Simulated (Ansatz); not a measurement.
# Reading a saddle point

A first-order saddle point of GaH3BrCl, closed shell, PBE0-D4/def2-TZVP, with one imaginary mode of 272i cm⁻¹:

| atom | x (Å) | y (Å) | z (Å) |
| --- | --- | --- | --- |
| Ga1 | -0.4046 | -0.5930 | 0.3941 |
| Br2 | -0.6021 | 1.8026 | -0.5774 |
| H3 | -1.2084 | -1.4963 | -0.5759 |
| H4 | -0.3584 | -0.4089 | 1.9326 |
| H5 | 0.8170 | 1.0231 | -0.7203 |
| Cl6 | 1.7564 | -0.3275 | -0.4532 |

Program: Ansatz 0.2.0. Basis: def2-TZVPP and def2-QZVPP. Cores are frozen in the correlated methods. Filled d shells of the heavier atoms are correlated. The def2 sets are not built for correlating such inner shells, so the correlated values are less sure here. Extrapolation: Hartree–Fock as exp(−7.88 √X), correlation as X^−2.97.

(1) Which contacts change along the imaginary mode, and what lies on either side? (A judgement: the text doesn't fix the answer.)

(2) Which side is lower, and how far does the saddle lie above each? (To be estimated.)

The T1 diagnostic stays at or below 0.011.

Results:

(1) The calculation gives: The step is GaH₂Br ([GaH2][Br]) + HCl → GaH₂Cl ([Cl][GaH2]) + HBr (still joined by a long Ga–Br bond), with the molecules in contact on both sides. Shortening one way: Ga1–Cl6, Br2–H5; lengthening the same way: Ga1–Br2, H5–Cl6.
| pair | one side (Å) | saddle (Å) | other side (Å) |
| --- | --- | --- | --- |
| Ga1–Cl6 | 2.73 | 2.34 | 2.19 |
| Br2–H5 | 2.59 | 1.63 | 1.43 |
| Ga1–Br2 | 2.35 | 2.59 | 2.89 |
| H5–Cl6 | 1.30 | 1.67 | 2.69 |

(2) The calculation gives: The side with Ga1–Br2, H5–Cl6 short is lower by 0.097 eV; the saddle lies 0.329 eV above it and 0.232 eV above the other (CCSD(T) at an estimated basis limit (MP2 extrapolated from triple and quadruple zeta, plus CCSD(T) − MP2 in triple zeta); electronic energies).

Labels in which every atom is bracketed show which atoms are joined, not bond orders.

For scale, one of the runs: CCSD(T)/def2-TZVPP, 180 basis functions, launched by `ansatz run in.yaml --threads 4 --pin off --events-out ev --progress --plain --max-ram 9574MiB`. Time: 42 s of wall clock on 4 CPU threads of an Arm Neoverse V2; the host was shared. Peak host memory: 1.7 GiB.
